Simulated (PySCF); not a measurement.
**Electron correlation in Bi²⁺ (bismuth, charge +2)**

[Xe] 4f14 5d10 6s1 6p1 7s1, high-spin 4P determinant (an excited configuration). Calculation: PySCF 2.14, in aug-cc-pwCVDZ-PP with ECP60MDF; a scalar-relativistic core potential. Frozen: 5s2 5p6 5d10; 3 electrons correlated.

| level | correlation energy (mhartree) |
| --- | --- |
| CCSD | -10.68 |
| (T) | -0.05 |
| CCSD(T) | -10.73 |
| CCSDT | -10.74 |

Diagnostics: T1 = 0.021, D1 = 0.0518, largest double amplitude 0.041.

Problem. Is a single reference adequate?

Solution. Yes, within this model without spin-orbit coupling: T1 lies below 0.03 and no double amplitude reaches 0.07.
